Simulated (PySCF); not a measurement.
B3LYP has the VWN-RPA correlation part, as in Gaussian. 

CH2NO, SMILES `O=[C]N` (charge 0, multiplicity 2)

Method: B3LYP-D3(BJ)/def2-TZVP in PySCF.

```json
{
 "highest_occupied_spin_orbital": "-5.92 eV",
 "dipole_moment": "3.69 D",
 "total_energy": "-169.3182 Ha",
 "cost": "around 50 core-seconds (rough)"
}
```

Bond lengths (Å): N1–C2 1.337, N1–H4 1.014, N1–H5 1.003, C2–O3 1.192. Angles (°): C2–N1–H4 121.1, C2–N1–H5 120.1, H4–N1–H5 118.8, N1–C2–O3 130.1.
Charge 0, spin multiplicity 2.
